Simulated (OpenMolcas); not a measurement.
# Eu3+: effect of the metal basis and ligand basis

Eu3+ with 6 ligands (chloride) in octahedral coordination (Oh) at 2.71 Å. A charge of +0.5 e stands 2.6 Å behind each ligand.

| Property | Result |
| --- | --- |
| Program | OpenMolcas 26.06 |
| Method | CASSCF |
| Spin-orbit coupling | RASSI with atomic mean-field integrals over the reference wave functions |

Fixed: active space 6 electrons in 7 orbitals (4f), DKH2 Hamiltonian.

States (labels of O, the rotations of Oh). Energies in cm-1 above the lowest state or level, χT in cm3 K/mol; under a threefold ground state the first gap can be a small split of the lowest multiplet, not the spin-orbit step.

```json
{"Run": "A", "Metal basis": "ANO-RCC-VDZP", "Ligand basis": "ANO-RCC-VDZP", "Ground state": "7T1", "First state of that spin": "7A2 218.9", "First gap with spin-orbit (degeneracies)": "368.9 (1, 3)", "χT at 300 K": "1.314", "Cost": "roughly 100 core-seconds"}
{"Run": "B", "Metal basis": "ANO-RCC-VTZP", "Ligand basis": "ANO-RCC-VTZP", "Ground state": "7T1", "First state of that spin": "7T2 304.2", "First gap with spin-orbit (degeneracies)": "368.5 (1, 3)", "χT at 300 K": "1.318", "Cost": "roughly 6 core-minutes"}
```

Costs are those of the RASSCF and RASSI steps.

High states are left out of the spin-orbit mixing, which shifts the levels that they would mix with. Without dynamic correlation the ligand-field splitting of an f shell can come out too small, at times by half. A group larger than the point group allows holds several states that coincide in this model. No measured value stands beside these numbers; the geometry is a model, was not optimised and need not be the one that this ion takes.
